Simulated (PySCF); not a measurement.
# Relaxation of triplet OsO2

Computed with UPBE0/[Os def2-TZVP with ECP60, O def2-TZVP], scalar-relativistic core potentials, density fitting, no spin–orbit coupling, PySCF. A (50,194) grid was used.

A hand-made bent start, of C2v symmetry, held to at least that symmetry:

Coordinates in bohr (charge 0 multiplicity 3):
```
Os    0.0000    0.0000   -0.2679
O     2.6779    0.0000    1.6073
O    -2.6779    0.0000    1.6073
```

Optimiser trace:
```tsv
step	E − E(last) (kJ/mol)	largest gradient (Eh/bohr)
0	57.82	0.10360
1	10.34	0.03086
2	1.83	0.01944
3	0.17	0.00496
4	0.02	0.00068
5	0.00	0.00008
6	0.00	0.00001
```

It ends at C2v with Os–O 1.683 Å (×2); O–Os–O 133.7°. A frequency run shows a minimum. Other isomers or separated fragments may lie lower.

Final geometry:
```xyz
3
charge 0 multiplicity 3, angstrom
Os    0.0000    0.0000   -0.0946
O     1.5472    0.0000    0.5676
O    -1.5472    0.0000    0.5676
```

Open d and f shells are described by one determinant, and the ground state may have another occupation or spin. Spin–orbit coupling, left out here, can matter for elements this heavy.

The relaxation took of the order of 40 core-seconds on a shared host.
